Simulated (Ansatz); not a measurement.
Basis-set extrapolation for ClF2H3Si2 (`F[SiH](F)[SiH2]Cl`) (PBE0-D4/def2-TZVP geometry, frozen core, Ansatz). Multiplicity 1, RHF reference.

|  | def2-TZVPP | def2-QZVPP |
| --- | --- | --- |
| HF | -1238.304017 | -1238.345091 |
| MP2 correlation | -0.921235 | -1.009502 |
| CCSD(T) correlation | -0.996210 | not run |

Energies in hartree. Use E(X) = E(∞) + A·exp(−7.88·√X) for Hartree–Fock and E(X) = E(∞) + B·X^(−2.97) for correlation, with X = 3 and 4, and add CCSD(T) minus MP2 of the smaller set to the MP2 limit.

**Question.** What is the CCSD(T) energy at the basis-set limit?

**Answer.** HF limit: -1238.345091 + (-0.041074) × 0.13774 = -1238.35075. MP2 limit: -1.009502 + (-0.088267) × 0.74074 = -1.07488. Higher-order term: -0.996210 − (-0.921235) = -0.07498. Total: -1239.50061 hartree, 526.1 kJ/mol below CCSD(T)/def2-TZVPP.
